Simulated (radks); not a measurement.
Valence configurations of Ge II (all share [Ar]). All-electron calculation, scalar-relativistic Kohn-Sham, BLYP, spin-polarised, spherical densities, finite nucleus; open shells are filled with parallel spins first; Fermi nuclear charge, rms radius 4.0742 fm. Program: a radial shooting solver on a logarithmic mesh with Libxc functionals. Energies are relative to 3d10 4s2 4p1; eigenvalues in eV for spin up.

| valence | E (eV) | moment (Bohr magnetons) | e(3d) | e(4p) | e(4s) |
|---|---|---|---|---|---|
| 3d10 4s2 4p1 | 0.000 | 1 | -38.187 | -11.526 | -20.160 |
| 3d9 4s2 4p2 | 30.185 | 3 | -49.125 | -13.667 | -23.295 |
| 3d10 4s1 4p2 | 7.235 | 3 | -39.727 | -12.678 | -21.607 |
| 3d10 4s1.5 4p1.5 | 3.771 | 2 | -38.997 | -12.136 | -20.927 |
| 3d8 4s1 4p4 | 78.290 | 5 | -62.169 | -16.395 | -27.165 |
| 3d9 4s1 4p3 | 37.474 | 5 | -50.427 | -14.649 | -24.517 |
| 3d9.5 4s1 4p2.5 | 21.449 | 4 | -44.998 | -13.673 | -23.080 |
| 3d8 4s2 4p3 | 67.940 | 5 | -60.612 | -15.689 | -26.236 |
| 3d9.5 4s0.5 4p3 | 26.170 | 4 | -45.775 | -14.014 | -23.491 |
| 3d8.5 4s1.5 4p3 | 51.901 | 5 | -55.432 | -15.163 | -25.374 |

NIST lists [Ar] 3d10 4s2 4p1 as the ground configuration; this level of theory agrees among the configurations tried. The energies are those of spherical high-spin densities, not of single terms.
